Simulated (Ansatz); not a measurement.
Gas-phase electronic energies from Ansatz, PBE0-D4/def2-TZVP geometries. CCSD(T)/CBS is the MP2 limit (def2-TZVPP, def2-QZVPP) plus CCSD(T) − MP2 in def2-TZVPP, frozen cores. This one scheme is used for every species. Each species was taken in one conformer, which may not be the lowest.

`FB[SiH3]` + `N=C=CN` → `N=C=CNB[SiH3]` + H–F  (ligand exchange at a B–F bond)

`FB[SiH3]`:

Z-matrix (Å, degrees):
```
Si
B 1 2.035
H 1 1.487 2 113.6
H 1 1.490 2 109.0 3 -121.9
H 1 1.491 2 108.5 3 121.3
F 2 1.321 1 121.0 3 -4.0
H 2 1.203 1 122.9 3 176.3
```

`N=C=CN`:

Cartesian coordinates in Å:
```
N -1.763 0.485 1.049
C -0.827 -0.027 0.444
C 0.124 -0.556 -0.284
N 1.318 0.098 -0.680
H -1.664 0.473 2.066
H 0.047 -1.610 -0.527
H 1.431 0.074 -1.686
H 1.334 1.064 -0.383
```

`N=C=CNB[SiH3]`:

Cartesian coordinates in Å:
```
N 0.799 3.622 0.624
C 0.960 2.444 0.345
C 1.146 1.153 0.202
N 0.112 0.210 0.089
B 0.266 -1.156 -0.128
Si -1.354 -2.341 -0.241
H 0.727 4.255 -0.174
H 2.157 0.770 0.143
H -0.813 0.601 0.194
H 1.387 -1.568 -0.240
H -1.430 -3.043 -1.554
H -1.341 -3.392 0.817
H -2.615 -1.555 -0.077
```

H–F:

Z-matrix (Å, degrees):
```
F
H 1 0.920
```

```json
{"level": "MP2/def2-TZVPP", "ΔE (eV)": "-0.34"}
{"level": "HF/def2-QZVPP", "ΔE (eV)": "0.05"}
```

(1) What does CCSD(T)/CBS give? (Best estimate.)

Largest T1 diagnostic among the species: 0.016.

## Answers

(1) Ansatz gave: -0.31 eV. The listed levels differ from it by -0.03, 0.36 eV.

In def2-TZVPP, CCSD(T) changes the Hartree–Fock value by −0.32 eV (the triples alone add −0.05 eV) and MP2 by −0.39 eV. The D4 term adds −0.09 eV with B3LYP and −0.05 eV with PBE0; it sums over pairs of atoms, weighted by their polarisabilities, and B3LYP, whose exchange is more repulsive, gets the larger term.

B3LYP here is the variant with VWN-RPA as its local correlation; programs differ in this.
